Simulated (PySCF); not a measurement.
Ligand exchange on a metal centre used in film growth or etching (Ta F-NH2). All species are isolated molecules in the gas phase. One relaxed conformer stands for each flexible species; it need not be the lowest.

All values below come from PBE-D3(BJ)/def2-TZVP // PBE-D3(BJ)/def2-SVP in PySCF 2.14.0. All candidates: neutral, multiplicity 1. 

| Item | Result |
|---|---|
| HOMO | -5.74 eV |
| HOMO–LUMO gap | 4.28 eV |
| LUMO | -1.47 eV |

### Question
Identify which member has these values.
A. [Ta(F)3(NH2)2]
B. [Ta(F)5]
C. [Ta(NH2)5]
D. [Ta(F)(NH2)4]

### Answer
D, [Ta(F)(NH2)4]. The others give [Ta(F)3(NH2)2]: -6.92 eV, 4.47 eV, -2.44 eV; [Ta(F)5]: -10.17 eV, 6.63 eV, -3.53 eV; [Ta(NH2)5]: -5.08 eV, 3.89 eV, -1.19 eV
